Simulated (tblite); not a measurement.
Species: C7H11AlS2.
Numbering: `[CH3:1][C:2]#[C:3][CH2:4][CH2:5][C@@H:6]1[CH2:7][S:8][AlH:9][S:10]1` (hydrogens: H11, H12, H13 on C1; H14, H15 on C4; H16, H17 on C5; H18 on C6; H19, H20 on C7; H21 on Al9)

Cartesian coordinates in Å at the GFN2-xTB level; atoms count from 1:
```xyz
21
C7H11AlS2 angstrom
C      4.6440    0.3840    0.0095
C      3.2183    0.6086    0.1184
C      2.0402    0.8071    0.2101
C      0.6091    1.0045    0.3399
C     -0.1432   -0.3049    0.0822
C     -1.6411   -0.1734    0.3386
C     -2.3062   -1.5439    0.2519
S     -4.1192   -1.5534    0.6257
Al    -4.3953    0.3164   -0.4965
S     -2.3621    1.0400   -0.8896
H      4.9489   -0.4097    0.6915
H      5.1859    1.2943    0.2643
H      4.9016    0.0934   -1.0086
H      0.3899    1.3626    1.3506
H      0.2770    1.7645   -0.3718
H      0.0224   -0.6188   -0.9502
H      0.2551   -1.0810    0.7420
H     -1.8081    0.2541    1.3318
H     -2.1580   -1.9801   -0.7368
H     -1.8600   -2.2056    0.9957
H     -5.7082    0.9583   -0.8887
```

All values are computed: GFN2-xTB (tblite) harmonic vibrations without scaling, gas phase. This tight-binding method is rough: wavenumbers can miss measured ones by several per cent, in bad cases by 10 to 20. Modes of hydrogen on aluminium can be 10 to 20 % off. One conformer, not necessarily the lowest. The optimisation stopped once no atom felt more than 0.01 eV/Å.

Lowest wavenumbers of the output (negative numbers stand for imaginary wavenumbers):
```
mode    cm-1
  1     -30.3
  2      31.5
  3      49.2
  4      70.6
  5      77.9
  6     125.6
  7     177.8
  8     215.6
```

Task: Is this structure a minimum?

Result: Not by this Hessian. 1 mode is imaginary beyond 20i (30i cm⁻¹), so at this level the point lies at or near a first-order saddle. The curvature is small, so loose convergence or finite differences may be the whole cause.

Task: Which atoms move in the imaginary mode?

Result: 30i: H11 (methyl hydrogen) 33 %, H12 (methyl hydrogen) 33 %, H13 (methyl hydrogen) 32 %. These are shares of the mass-weighted motion.

Task: What is the remedy?

Result: Step along that mode in both directions, optimise again with tighter thresholds and repeat the frequencies. The zero-point energy of this point (98.2 kcal/mol) counts the 56 real modes alone, and thermal corrections from it aren't those of a minimum.
